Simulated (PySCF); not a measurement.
PySCF input (M06-2X/6-31G* with LANL2DZ past Ar (5d)):

```python
from pyscf import gto, dft

mol = gto.M(
    atom='''
    Sr   -0.00000000   -0.00000000   -0.38660307
    F     0.00000000    0.00000000    1.63232406
    ''',
    basis={'default': '6-31g*', 'Sr': 'lanl2dz'},
    ecp={'Sr': 'lanl2dz'},
    charge=1,
    spin=0,
    verbose=4,
)

mf = dft.RKS(mol, xc='m062x')
mf.grids.level = 4
mf.conv_tol = 1e-9
mf.max_cycle = 100
mf.max_memory = 1500
mf.kernel()
if not mf.converged:
    mf = mf.newton()
    mf.kernel(mf.make_rdm1())
mf.dip_moment()
```

Problem. What final total energy does it give?

Solution. -129.95215 Eh.
